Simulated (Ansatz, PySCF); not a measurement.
This singlet lies 1.63 eV below the relaxed triplet at the level frozen-core CCSD(T)/cc-pVTZ // B3LYP-D3(BJ)/def2-TZVP (Ansatz, a program for electronic structure).

B3LYP has the VWN-RPA correlation part, as in Gaussian. 

Z-matrix (Å, degrees):
```
C
H 1 1.0921
H 1 1.0943 2 109.19
H 1 1.0959 2 108.65 3 116.15
Si 1 1.8953 2 111.43 4 120.83
Cl 5 2.1104 1 98.41 2 176.87
```
Charge 0, spin multiplicity 1.

Predict the HOMO, dipole moment, LUMO, HOMO–LUMO gap and total energy from B3LYP-D3(BJ)/def2-TZVP (PySCF).


* **HOMO**: -6.53 eV
* **dipole moment**: 1.79 D
* **LUMO**: -2.72 eV
* **HOMO–LUMO gap**: 3.81 eV
* **total energy**: -789.6984 Ha
